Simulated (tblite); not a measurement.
Compound: C4H11GeNS.
Numbering: `[NH2:1][GeH2:2][C@@H:3]1[CH2:4][CH2:5][S:6][CH2:7]1` (hydrogens: H8, H9 on N1; H10, H11 on Ge2; H12 on C3; H13, H14 on C4; H15, H16 on C5; H17, H18 on C7)

Computed with GFN2-xTB (tblite), gas phase: L-BFGS steps from a force-field or distance-geometry start until the largest atomic force falls under 0.01 eV/Å.

Step 25: E = -605.6583 eV
```
atom  x, y, z in Å  |  force x, y, z in eV/Å
N1     -2.8553    0.0872   -0.6052   -0.037   0.021  -0.044
Ge2    -1.5740   -0.4492    0.5638   -0.042   0.237   0.035
C3      0.1453   -0.3258   -0.4330    0.201   0.002  -0.093
C4      1.4093   -0.7672    0.3078    0.092  -0.044   0.125
C5      2.0535    0.4186    1.0299   -0.026   0.009  -0.073
S6      1.3933    1.9435    0.2545    0.008  -0.082   0.019
C7      0.4536    1.0393   -1.0164    0.023   0.123  -0.043
H8     -3.7950   -0.2592   -0.4657    0.105   0.083  -0.030
H9     -2.6444    0.0855   -1.5957   -0.025  -0.098   0.163
H10    -1.7782    0.4000    1.7957    0.087  -0.044  -0.088
H11    -1.7425   -1.8929    0.9770   -0.001  -0.125   0.066
H12     0.0024   -1.0278   -1.2631   -0.067  -0.021  -0.086
H13     2.1271   -1.1662   -0.4177   -0.044   0.084   0.001
H14     1.1865   -1.5707    1.0098   -0.031  -0.026   0.100
H15     1.8272    0.4890    2.0978   -0.117  -0.153  -0.182
H16     3.1405    0.3972    0.9107   -0.120   0.106   0.023
H17     1.0701    0.9660   -1.9185    0.024   0.009   0.082
H18    -0.4283    1.6389   -1.2433   -0.031  -0.081   0.025
```

Step 26: E = -605.6673 eV
```
atom  x, y, z in Å  |  force x, y, z in eV/Å
N1     -2.8635    0.0891   -0.5984   -0.042   0.006  -0.004
Ge2    -1.5708   -0.4365    0.5667   -0.033   0.097  -0.042
C3      0.1502   -0.3197   -0.4358    0.093  -0.021  -0.094
C4      1.4131   -0.7654    0.3007    0.012  -0.078   0.056
C5      2.0402    0.4192    1.0342    0.003  -0.050  -0.033
S6      1.3807    1.9431    0.2669    0.009  -0.012  -0.006
C7      0.4733    1.0386   -1.0236   -0.013   0.111  -0.062
H8     -3.8044   -0.2458   -0.4350    0.128   0.089  -0.020
H9     -2.6729    0.0559   -1.5919    0.006  -0.090   0.141
H10    -1.7859    0.4039    1.7953    0.080   0.003  -0.023
H11    -1.7218   -1.8928    0.9757    0.005  -0.020   0.048
H12    -0.0103   -1.0266   -1.2581   -0.028  -0.019  -0.124
H13     2.1296   -1.1505   -0.4325    0.003   0.093  -0.004
H14     1.1937   -1.5839    0.9852   -0.029  -0.016   0.148
H15     1.8061    0.4780    2.0983   -0.151  -0.144  -0.089
H16     3.1253    0.4032    0.9283    0.001   0.110  -0.002
H17     1.1087    0.9581   -1.9120    0.037   0.000   0.090
H18    -0.4000    1.6382   -1.2756   -0.080  -0.059   0.021
```

Step 27: E = -605.6729 eV
```
atom  x, y, z in Å  |  force x, y, z in eV/Å
N1     -2.8682    0.0908   -0.5947    0.079   0.052   0.054
Ge2    -1.5693   -0.4279    0.5674    0.009  -0.039  -0.092
C3      0.1551   -0.3173   -0.4392   -0.027  -0.031  -0.071
C4      1.4155   -0.7663    0.2987   -0.055  -0.068  -0.033
C5      2.0328    0.4187    1.0343    0.017  -0.068   0.004
S6      1.3740    1.9424    0.2725    0.006   0.045  -0.008
C7      0.4832    1.0400   -1.0275   -0.028   0.025  -0.014
H8     -3.8059   -0.2371   -0.4212   -0.012   0.042   0.022
H9     -2.6868    0.0391   -1.5867    0.040  -0.084   0.040
H10    -1.7873    0.4058    1.7941    0.069   0.047   0.034
H11    -1.7115   -1.8935    0.9762    0.009   0.066   0.029
H12    -0.0176   -1.0265   -1.2577    0.012  -0.002  -0.126
H13     2.1305   -1.1413   -0.4393    0.048   0.059  -0.011
H14     1.1965   -1.5907    0.9761   -0.021  -0.003   0.151
H15     1.7926    0.4692    2.0947   -0.168  -0.122   0.006
H16     3.1167    0.4094    0.9373    0.077   0.097  -0.019
H17     1.1275    0.9554   -1.9062    0.077   0.003   0.031
H18    -0.3865    1.6361   -1.2903   -0.133  -0.020   0.003
```

Task: Estimate the geometry and energy of step 28. (The exact step hangs on the optimiser's Hessian estimate; all steps are aligned on step 27, rigid shifts and turns removed.)

Result: E = -605.6763 eV, largest force 0.200 eV/Å
```
atom  x, y, z in Å  |  force x, y, z in eV/Å
N1     -2.8783    0.0872   -0.5851   -0.089   0.010  -0.018
Ge2    -1.5677   -0.4154    0.5676    0.062  -0.161  -0.084
C3      0.1592   -0.3104   -0.4467   -0.109  -0.030  -0.071
C4      1.4183   -0.7664    0.2900   -0.075  -0.067  -0.096
C5      2.0216    0.4159    1.0408    0.001  -0.087   0.033
S6      1.3640    1.9431    0.2865   -0.035   0.050  -0.069
C7      0.5051    1.0425   -1.0386   -0.053  -0.007  -0.058
H8     -3.8226   -0.2182   -0.3806    0.172   0.095  -0.016
H9     -2.7221    0.0038   -1.5813    0.031  -0.079   0.129
H10    -1.8019    0.4075    1.7966    0.079   0.076   0.050
H11    -1.6898   -1.8910    0.9818    0.014   0.150  -0.001
H12    -0.0300   -1.0221   -1.2614    0.058   0.028  -0.108
H13     2.1357   -1.1136   -0.4605    0.040   0.011   0.047
H14     1.2052   -1.6065    0.9549    0.009   0.084   0.068
H15     1.7642    0.4514    2.0965   -0.164  -0.102   0.052
H16     3.1064    0.4180    0.9609    0.087   0.072  -0.027
H17     1.1826    0.9422   -1.8957   -0.030   0.042   0.116
H18    -0.3586    1.6383   -1.3372    0.001  -0.083   0.052
```

The energy changes by -0.0034 eV. The first-order estimate −F·Δx gives -0.0085 eV and the mean of the old and new forces, exact on a quadratic surface, -0.0031 eV. The step makes an angle of 82° with the force vector and moves no atom by more than 0.058 Å.

The cost below is that of the whole relaxation. The run took 1.7 s of wall time on Arm Neoverse N1, one thread, no GPU (shared host).
